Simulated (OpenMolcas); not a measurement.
## Nb3+: ligand-field states by method

Nb3+ with 4 ligands (fluoride) in tetrahedral coordination (Td) at 1.9 Å. A charge of +0.25 e stands 2.4 Å behind each ligand. Ligand basis ANO-RCC-VDZP.

```yaml
Program: OpenMolcas
Basis: ANO-RCC-VDZP [6s5p3d1f]
Scalar_Hamiltonian: DKH2, point nucleus
Active_space: 2 electrons in 5 orbitals (4d)
State_averaging: 2S+1 = 3 even, 10 roots; 2S+1 = 1 even, 15 roots
Spin-orbit_coupling: state interaction with AMFI integrals over the reference wave functions
```

I. CASSCF
II. SS-CASPT2, IPEA 0.25 Eh, imaginary shift 0.1 Eh (closed shells correlated: 4s 4p and the ligand valence shells)

Spin-free states (labels of Td) in cm-1, each column counted from its own energy of the first state listed:

```
   State  Degeneracy      I     II
     3A2           1      0      0
      1E           2  10431   7750
     3T2           3  11886  10730
     3T1           3  17305  15260
     1A1           1  18335  14830
2S+1 = 1           3  21721  17470
2S+1 = 1           3  23366  19630
     3T1           3  26381  24140
      1E           2  31290  27930
     1T2           3  35512  30640
     1A1           1  49172  39850
```

From I to II, I's first state of the same spin (3T2) moves from 11886 to 10730 cm-1, by about -1200 cm-1.

From I to II, I's first state of another spin (1E) moves from 10431 to 7750 cm-1, by about -2700 cm-1.

χT at 300 K: I 0.89, II 0.88 cm3 K/mol.

Roots that are degenerate in the reference are averaged as groups; the widest CASPT2 spread within a group is 430 cm-1 (the 3-fold group of multiplicity 1 near 17500 cm-1 above the lowest state of its run, II). Shifts and gaps below about the spread of the groups concerned are not significant. The least metal-like active orbital is 76 % on the metal (Löwdin) and no ligand orbital is active, so the numbers are rough. Ligand-to-metal charge-transfer states are missing. With no ligand orbital active B as a rule stays too high, so bands that hang on it stand too high and its fall with covalency is understated. Without dynamic correlation the repulsion within the d shell is too large (B by tens of per cent), so at a given field states of lower spin stand too high (holds for I). With metal d orbitals alone the field can be off either way by tens of per cent (holds for I). These CASPT2 states fit no ligand-field parameters well, so their order and spin gaps are uncertain (holds for II). With one d shell and no ligand orbital active, 10Dq can be off by a tenth or more (holds for II). No measured value stands beside these numbers; the geometry is a model, was not optimised and need not be the one that this ion takes.
